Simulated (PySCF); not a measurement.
Electron correlation in B⁺ (boron, charge +1)

[He] 2s1 3d1, high-spin 3D determinant (an excited configuration). Computed with PySCF 2.14 in x2c-TZVPPall with one added diffuse shell each of s, p, d type (6s4p3d1f, 40 functions), with the spin-free X2C one-electron Hamiltonian (Gaussian nucleus). Frozen: nothing; 4 electrons correlated.

```
  level  correlation energy (mhartree)
   CCSD                         -21.00
    (T)                          -0.06
CCSD(T)                         -21.06
```

Diagnostics: T1 = 0.0042, D1 = 0.0114, largest double amplitude 0.081.

Task: Is a single reference adequate?

Result: Mostly. T1 lies below 0.03, but a double amplitude of this size points to a near-degeneracy that CCSD handles and MP2 describes poorly.

This basis was not built for core-valence correlation, so the inner-shell part is incomplete.
